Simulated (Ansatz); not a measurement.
Two isomers of C8H10: A = `Cc1ccc(C)cc1`, B = `Cc1ccccc1C`.

Calculated with Ansatz (gas phase, PBE0-D4/def2-TZVP geometries, no zero-point term in ΔE). CBS: MP2 limit from def2 TZ/QZ plus the TZ coupled-cluster correction, frozen cores. DFT in def2-TZVPP. B3LYP here is the variant with VWN-RPA as its local correlation; programs differ in this.

Which is lower in electronic energy at CCSD(T)/CBS, and by how much? (An estimate is asked.)

The calculation gave: B, by 2.1 kJ/mol.

Give E(B) − E(A) in kJ/mol with PBE0-D4, BLYP-D4, HF/def2-TZVPP, B3LYP, CCSD/def2-TZVPP, CCSD(T)/def2-SVP, CCSD(T)/def2-TZVPP. (Best estimate.)

Ansatz gave: PBE0-D4 -1.5, BLYP-D4 -1.0, HF/def2-TZVPP 2.5, B3LYP 1.4, CCSD/def2-TZVPP -1.0, CCSD(T)/def2-SVP -0.4, CCSD(T)/def2-TZVPP -1.5. The order is the other way round with HF/def2-TZVPP, B3LYP.

Largest T1 diagnostic: 0.010.

Leaving LDA and LC-ωPBE aside and taking each functional with its dispersion term where it has one, the values, not all of them listed here, spread over 2.2 kJ/mol, from B97M-V to B2PLYP. LDA lies −4.2 kJ/mol from PBE without D4. In def2-TZVPP, CCSD(T) changes the Hartree–Fock value by −4.0 kJ/mol (the triples alone add −0.5 kJ/mol) and MP2 by −4.7 kJ/mol.
